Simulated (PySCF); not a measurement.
Isomers of C8H20Ge. Level of theory: PySCF, PBE0-D3(BJ)/def2-SVP geometry optimisation, gas phase. One conformer each; no zero-point energy, no entropy. No frequencies were run at this level. Point groups hold within 0.08 Å.

Question: Rank from lowest to highest electronic energy at this level (kcal/mol).
A. Ge(tBu)2H2 (`[C](C)(C)(C)[GeH2][C](C)(C)C`)
B. `[CH3:1][CH2:2][Ge:3]([CH2:4][CH3:5])([CH2:6][CH3:7])[CH2:8][CH3:9]` with C1–C2–Ge3–C4 179°, C2–Ge3–C4–C5 -178°, C2–Ge3–C6–C7 57°, C2–Ge3–C8–C9 -55°

Answer: B (0.0), A (8.6).

| SMILES | E (Eh) | E rel (kcal/mol) | dipole (D) | point group | A, B, C (MHz) |
| --- | --- | --- | --- | --- | --- |
| C[CH2][Ge]([CH2]C)([CH2]C)[CH2]C | -2392.79888 | 0.0 | 0.01 | – | 1140, 1125, 729.8 |
| [H][Ge]([H])([C](C)(C)C)[C](C)(C)C | -2392.78523 | 8.6 | 0.73 | C2 | 1839, 786.2, 732.9 |
